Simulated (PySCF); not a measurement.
The numbers are results of ωB97X-D3(BJ)/def2-TZVP // PBE0-D3(BJ)/def2-TZVP (PySCF), not measurements. Isolated molecules, 0 K electronic values unless said otherwise. One relaxed conformer stands for a flexible species; it need not be the lowest. Excitations are Tamm–Dancoff values on a coarser integration grid. The basis has no diffuse functions, so Rydberg states are missing or too high.

Reference species (SMILES): `C=C=CF` (neutral, multiplicity 1).

```
Quantity                                       Value
-------------------------------------------  -------
brightest of the four lowest singlets (TDA)  8.61 eV
S1–T1 gap (TDA)                              0.52 eV
```

Changed species: `C=C=COC` (X = methoxy; the reference has X = fluoro).

Task: Predict the effect on the brightest of the four lowest singlets (TDA) and S1–T1 gap (TDA).

Result: the brightest of the four lowest singlets (TDA) falls by 1.11 eV, to 7.50 eV; the S1–T1 gap (TDA) drops by 0.14 eV, to 0.38 eV.
